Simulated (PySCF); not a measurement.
**The 7-electron isoelectronic series, spin-free X2C**

Calculated with PySCF 2.14 from differences of total energies of unrestricted determinants, without spin-orbit coupling. Each ion has its own even-tempered basis scaled to its charge (19s12p6d5f4g for the first); frozen: nothing. Ionisation energies in eV, correlation energies of the ion in mhartree.

```
  ion      configuration     UHF     LDA     PBE    PBE0  r2SCAN  MP2 (all electrons)  E_corr MP2  NIST (with spin-orbit, Breit and QED)
As²⁶⁺  [He] 2s2 2p3 (4S)  2793.7  2791.5  2791.8  2792.5  2794.4               2793.7      -215.0                          2766 ± 21 (s)
Se²⁷⁺  [He] 2s2 2p3 (4S)  2994.5  2992.2  2992.5  2993.3  2995.2               2994.5      -215.8                          2964 ± 22 (s)
Br²⁸⁺  [He] 2s2 2p3 (4S)  3202.4  3199.9  3200.3  3201.1  3203.1               3202.4      -216.7                          3169 ± 24 (s)
Kr²⁹⁺  [He] 2s2 2p3 (4S)  3417.5  3414.8  3415.2  3416.1  3418.1               3417.4      -217.5                          3380 ± 30 (s)
Rb³⁰⁺  [He] 2s2 2p3 (4S)  3639.6  3636.8  3637.3  3638.2  3640.3               3639.5      -218.3                          3600 ± 30 (s)
Sr³¹⁺  [He] 2s2 2p3 (4S)  3868.9  3866.0  3866.5  3867.4  3869.6               3868.9      -219.4                          3830 ± 30 (s)
Zr³³⁺  [He] 2s2 2p3 (4S)  4349.1  4345.9  4346.4  4347.4  4349.8               4349.0      -221.2                          4300 ± 30 (s)
Nb³⁴⁺  [He] 2s2 2p3 (4S)  4600.1  4596.6  4597.3  4598.3  4600.7               4599.9      -222.0                          4540 ± 30 (s)
Mo³⁵⁺  [He] 2s2 2p3 (4S)  4858.2  4854.7  4855.3  4856.4  4858.9               4858.1      -223.1                          4800 ± 30 (s)
Tc³⁶⁺  [He] 2s2 2p3 (4S)  5123.7  5120.0  5120.7  5121.7  5124.3               5123.5      -223.8                          5060 ± 40 (s)
```

Each ion has its own basis, which adds noise of up to about 0.1 % along the series.

NIST values marked (s) are semi-empirical, (t) theoretical. Open shells are high-spin determinants of the terms that Hund's rules give; for the heavier ions, far from LS coupling, these are not the ground levels.

Spin-orbit coupling of the open shells is absent from the calculated values and included in NIST's; it grows fast with Z.

At high Z the X2C-1e correlation energies are inflated by the missing two-electron picture change in the 1s pairs.
